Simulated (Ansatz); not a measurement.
Stepwise reaction of `[NH2][Ta](=[S])([Cl])[Cl]` with water, as a gas-phase model of exchange steps in deposition or etching. ΔE in kJ/mol; ΔG adds harmonic PBE0-D4 terms to CCSD(T)/CBS, at 1 bar.

Gas-phase electronic energies from Ansatz, PBE0-D4/def2-TZVP geometries. CCSD(T)/CBS adds triple-zeta CCSD(T) − MP2 to the extrapolated MP2 energy (def2 sets, frozen cores). This one scheme is used for every species. DFT in def2-TZVPP. B3LYP here is the variant with VWN-RPA as its local correlation; programs differ in this. def2 core potentials past Kr. For Ta outer-core shells are correlated without core-valence functions, which leaves a few kJ/mol of doubt a bond. Each species was taken in one conformer, which may not be the lowest.

```
step                                                               reaction  PBE-D4  B3LYP-D4  ωB97M-V  CCSD(T)/CBS  ΔG(400 K)
   1  `[NH2][Ta](=[S])([Cl])[Cl]` + H₂O → `[NH2][Ta]([OH])(=[S])[Cl]` + HCl    21.2      18.6     16.4         25.1       18.7
   2  `[NH2][Ta]([OH])(=[S])[Cl]` + H₂O → `[NH2][Ta]([OH])([OH])=[S]` + HCl    29.3      26.6     24.6         32.2       24.0
```

(1) By hand: ΔE of the 2 steps together at CCSD(T)/CBS.

## Answers

(1) (25.1) + (32.2) = 57.3 kJ/mol, or 28.7 kJ/mol a step.

In ΔE each step is higher than the one before. All are uphill at CCSD(T)/CBS. ΔG lies between 18.7 and 24.0 kJ/mol a step. PBE-D4 differs from CCSD(T)/CBS by -3.9 to -2.9 kJ/mol a step. Isolated molecules leave out the surface, adducts and barriers. Largest T1 diagnostic: 0.020.
